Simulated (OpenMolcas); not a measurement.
A run on Fe3+ with 6 ligands (sulfide) in octahedral coordination (Oh) at 2.5 Å. A charge of +1.5 e stands 2.4 Å behind each ligand. Ligand basis ANO-RCC-VDZP.

```json
{"Program": "OpenMolcas 26.06", "Method": "SS-CASPT2, IPEA 0.25 Eh, imaginary shift 0.1 Eh (closed shells correlated: 3s 3p and the ligand valence shells)", "Basis": "ANO-RCC-VDZP [5s4p2d1f]", "Scalar Hamiltonian": "DKH2, point nucleus", "Active space": "5 electrons in 5 orbitals (3d)", "State averaging": "2S+1 = 6 even, 1 root; 2S+1 = 4 even, 24 roots; 2S+1 = 2 even, 75 roots", "Spin-orbit coupling": "RASSI with atomic mean-field integrals over the reference wave functions"}
```

First CASPT2 step and the start of its output:

```
&CASPT2
Multistate=1 1
Frozen=17 18
IPEA=0.25
Imaginary=0.1
MaxIter=60
WThr=0.0 0.3 0.05
PrWF=0.5
NoMix
```

```
--- CASPT2 ---
Orbital specifications:
      -----------------------

      Symmetry species                           1   2
                                                ag  au
      Frozen orbitals                           17  18
      Inactive orbitals                         13  15
      Active orbitals                            5   0
      Secondary orbitals                        34  40
      Deleted orbitals                           0   0
      Number of basis functions                 69  73
Type of calculation                        SS-CASPT2
      Fock operator                              state-specific
      IPEA shift                                 0.25
      Real shift                                 0.00
      Imaginary shift                            0.10
      The input orbitals will be transformed to quasi-canonical
Reference energy:       -3668.1322072542
      E2 (Non-variational):      -1.2835310068
      Shift correction:          -0.5551114799
      E2 (Variational):          -1.8386424866
      Total energy:           -3669.9708497408
      Residual norm:              0.0000009101
      Reference weight:           0.14295
      Contributions to the CASPT2 correlation energy
      Active & Virtual Only:         -0.0580332922
      One Inactive Excited:          -0.2763501290
      Two Inactive Excited:          -0.9491475855
::    CASPT2 Root  1     Total energy:  -3669.97084974
--- CASPT2 ---
Orbital specifications:
      -----------------------

      Symmetry species                           1   2
                                                ag  au
      Frozen orbitals                           17  18
      Inactive orbitals                         13  15
      Active orbitals                            5   0
...
```

Over all roots the printed reference weights run from 0.04 to 0.59, and roots that are degenerate in the reference spread by up to 100000 cm-1.

Task: Did the run give usable levels, and if not, why?

Result: No. The equations converged, but the reference weight falls to 0.04 for at least one root against 0.59 for the best. A drop of that size marks an intruder state, so the energies of such roots and the levels built on them can't be trusted.
